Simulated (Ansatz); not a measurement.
`CO[SiH](O)Br` + `[NH2][Mo]([F])(=[S])=[S]` → `CO[SiH](N)Br` + `[OH][Mo]([F])(=[S])=[S]`  (redistribution)

Gas-phase electronic energies from Ansatz, PBE0-D4/def2-TZVP geometries. CCSD(T)/CBS adds triple-zeta CCSD(T) − MP2 to the extrapolated MP2 energy (def2 sets, frozen cores). Functionals use def2-TZVPP. B3LYP here is the variant with VWN-RPA as its local correlation; programs differ in this. Elements past krypton have def2 core potentials. For Br, Mo outer-core shells are correlated without core-valence functions, which leaves a few kJ/mol of doubt a bond. Scalar relativity is left out up to krypton. One conformer a species, not always the lowest.

**Question.** Is it downhill or uphill in electronic energy at CCSD(T)/CBS, and by how much? (An estimate is asked.)

**Answer.** Computed: Uphill: ΔE = +0.39 eV.

**Question.** What do these levels give: B3LYP-D4, PBE, HF/def2-TZVPP, MP2/def2-QZVPP, SCS-MP2/def2-QZVPP, MP2/CBS(def2)? (Estimate.)

**Answer.** Computed: B3LYP-D4 0.34, PBE 0.29, HF/def2-TZVPP 0.40, MP2/def2-QZVPP 0.41, SCS-MP2/def2-QZVPP 0.40, MP2/CBS(def2) 0.42 eV.

Largest T1 diagnostic among the species: 0.025, so the coupled-cluster value is less sure than usual.

From PBE to PBE0 (25 % exact exchange), in def2-TZVPP and without D4, ΔE moves by +0.04 eV.
